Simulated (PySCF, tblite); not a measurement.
C3H9AlN2Si.
Structure used (GFN2-xTB), in Å, numbered top down from 1:
```xyz
16
C3H9AlN2Si angstrom
C     -2.6189   -0.0169    1.7132
N     -2.0183   -0.4387    0.4931
C     -0.8167   -0.1367    0.2569
Al     0.3513    0.9227    1.5954
N      1.7528    0.7344    0.2569
C      2.0438    0.2069   -0.7331
Si     2.2678   -0.7441   -2.3271
H     -1.9068    0.5483    2.3461
H     -2.9717   -0.8960    2.2548
H     -3.4827    0.6093    1.4850
H     -0.4529   -0.5201   -0.7172
H      0.8427    0.1310    2.8486
H      0.0413    2.4398    1.7730
H      2.0120   -2.1371   -1.9770
H      1.3002   -0.1728   -3.2577
H      3.6488   -0.5210   -2.7549
```

Jobs on this species (16 atoms, 68 electrons) with PySCF (density fitting) and tblite. Hardware of each: an Arm Neoverse N1 with one thread, shared host. Times come from a shared host and carry two figures at best.

**Question.** Rank these jobs by wall time, shortest first.
A. GFN2-xTB; Hessian by finite differences
B. B3LYP/def2-SVPD; 8 singlets by full TDDFT, 3 Tamm–Dancoff triplets, polarisability, density and orbital grids written; 220 basis functions
C. GFN2-xTB; L-BFGS relaxation

**Answer.** A (1.0 s), C (2.6 s), B (79 s).

All jobs:

```
level and settings                                                                                                  work  basis functions  SCF cycles  wall time
          GFN2-xTB                                                                         Hessian by finite differences                –           –      1.0 s
          GFN2-xTB                                                                                     L-BFGS relaxation                –           –      2.6 s
     PBE0/pcSseg-1                            shieldings, charges and field gradients, density and orbital grids written              178          15       66 s
   B3LYP/def2-SVPD  8 singlets by full TDDFT, 3 Tamm–Dancoff triplets, polarisability, density and orbital grids written              220          15       79 s
```

**Question.** What do all jobs in the table cost together?

**Answer.** About 2.5 min; the longest takes about 53 % of that, and about 79 times as long as the shortest.
